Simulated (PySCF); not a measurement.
Computed NMR parameters against published values

Geometry (Å), atoms numbered from 1 in this order:
```xyz
17

O     2.609    0.487   -0.487
C     1.509    0.297   -0.029
C     0.522    1.416    0.201
C    -0.849    1.089   -0.392
C    -1.356   -0.264    0.084
C    -0.361   -1.366   -0.248
C     1.015   -1.077    0.353
H     0.420    1.542    1.287
H     0.940    2.338   -0.204
H    -1.558    1.881   -0.135
H    -0.773    1.082   -1.485
H    -2.325   -0.483   -0.372
H    -1.519   -0.232    1.169
H    -0.722   -2.334    0.107
H    -0.265   -1.448   -1.336
H     1.761   -1.813    0.051
H     0.939   -1.103    1.448
```

What is known from experiment: δ ¹³C C2 221.3; C3/C7 43.2; C4/C6 28.6; C5 26.0; δ ¹H H8/H9/H16/H17 2.38; H10/H11/H14/H15 1.90; H12/H13 1.76 ppm (measured; solution, TFE-d3, 298 K; Fulmer et al., Organometallics 2010, 29, 2176).
δ ¹⁷O O1 563.7 ppm (measured; liquid, neat, 295 K; 17O NMR survey of organic solvents and oxofluorinated compounds, PMC5915748).
δ ¹³C C2 211.8; C3/C7 42.3; C4/C6 27.5; C5 25.4; δ ¹H H8/H9/H16/H17 2.29; H10/H11/H14/H15 1.84; H12/H13 1.71 ppm (measured; solution, CD2Cl2, 298 K; Fulmer et al., Organometallics 2010, 29, 2176).
δ ¹³C C2 209.3; C3/C7 41.8; C4/C6 27.0; C5 25.1 ppm (measured; solution, C6D5Cl, 298 K; Fulmer et al., Organometallics 2010, 29, 2176).

All values are calculated (PySCF 2.14): B97-2/pcSseg-2 with gauge-including orbitals, structure optimised with PBE0-D3(BJ)/def2-TZVP. One averaged value for each set of equivalent atoms, no relativistic terms, gas phase, single conformer.

Problem. How close does the calculation come?

Solution. 
Reference values: measured (solution, TFE-d3, 298 K; Fulmer et al., Organometallics 2010, 29, 2176).
| atoms | quantity | reference | computed | computed, scaled |
| --- | --- | --- | --- | --- |
| C2 | δ ¹³C | 221.3 | 217.7 | 208.0 |
| C3/C7 | δ ¹³C | 43.2 | 45.7 | 42.0 |
| C4/C6 | δ ¹³C | 28.6 | 32.3 | 29.1 |
| C5 | δ ¹³C | 26.0 | 29.9 | 26.8 |
| H8/H9/H16/H17 | δ ¹H | 2.38 | 2.26 | 2.27 |
| H10/H11/H14/H15 | δ ¹H | 1.90 | 1.83 | 1.86 |
| H12/H13 | δ ¹H | 1.76 | 1.72 | 1.76 |

Reference values: measured (liquid, neat, 295 K; 17O NMR survey of organic solvents and oxofluorinated compounds, PMC5915748).
```
atoms                 quantity  reference  computed  computed, scaled
   O1  δ ¹⁷O vs D2O (external)      563.7         –             569.8
```

Reference values: measured (solution, CD2Cl2, 298 K; Fulmer et al., Organometallics 2010, 29, 2176).
```tsv
atoms	quantity	reference	computed	computed, scaled
C2	δ ¹³C	211.8	217.7	208.0
C3/C7	δ ¹³C	42.3	45.7	42.0
C4/C6	δ ¹³C	27.5	32.3	29.1
C5	δ ¹³C	25.4	29.9	26.8
H8/H9/H16/H17	δ ¹H	2.29	2.26	2.27
H10/H11/H14/H15	δ ¹H	1.84	1.83	1.86
H12/H13	δ ¹H	1.71	1.72	1.76
```

Reference values: measured (solution, C6D5Cl, 298 K; Fulmer et al., Organometallics 2010, 29, 2176).
| atoms | quantity | reference | computed | computed, scaled |
| --- | --- | --- | --- | --- |
| C2 | δ ¹³C | 209.3 | 217.7 | 208.0 |
| C3/C7 | δ ¹³C | 41.8 | 45.7 | 42.0 |
| C4/C6 | δ ¹³C | 27.0 | 32.3 | 29.1 |
| C5 | δ ¹³C | 25.1 | 29.9 | 26.8 |

Computed shifts are σ(ref) − σ with the named reference compound (TMS for H and C) calculated as an isolated molecule at the same level. The measured values may be among those fitted. Scaled to experiment by linear calibration (H and C: mostly CDCl3 data, vs TMS): ¹H: δ = 29.81 − 0.938σ (rms 0.14 ppm, 293 shifts, 0.16 ppm with the 4 outliers that the fit left out); ¹³C: δ = 176.83 − 0.965σ (rms 2.0 ppm, 507 shifts, 2.1 ppm with the 1 outlier that the fit left out); ¹⁷O: δ = 275.01 − 0.945σ (rms 12.8 ppm, 79 shifts vs liquid water, solution or neat liquid). Occasional misses reach two or three times the rms, and more in compound classes unlike the fitted ones.

Problem. How far are the unscaled ¹³C shifts from the references?

Solution. Mean signed difference +3.96 ppm, mean absolute 4.56 ppm over 12 comparisons; the largest is +8.4 ppm at C2 (ketone carbonyl carbon).

Problem. How far are the unscaled ¹H shifts from the references?

Solution. Mean signed difference -0.04 ppm, mean absolute 0.05 ppm over 6 comparisons; the largest is -0.12 ppm at H8/H9/H16/H17 (hydrogen on an sp3 CH2 α to a carbonyl).

19 of the 83 published NMR values on file for this molecule are compared. The rest: values from further sources, protons in aromatic solvents.
